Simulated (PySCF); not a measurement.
Stepwise substitution at one centre (In F-Cl). All species are isolated molecules in the gas phase. Strings in code marks are SMILES.

Quantity: vertical ionisation energy (energy after one electron is removed minus that of the parent at the parent's geometry), in eV.

Case: `[F][In]([F])[Cl]`. Geometry of `[F][In]([F])[Cl]` (neutral, multiplicity 1, Å):

```xyz
4

F     -1.1891    -1.5224     0.1954
In    -0.0504     0.0041     0.4578
F     -0.9579     1.6988     0.4374
Cl     2.1974    -0.1806     0.7682
```

**Question.** What vertical ionisation energy (energy after one electron is removed minus that of the parent at the parent's geometry) does B3LYP/6-31G* (LANL2DZ on In) // PBE0-D4/def2-TZVP (PySCF) give?

**Answer.** 12.23 eV.
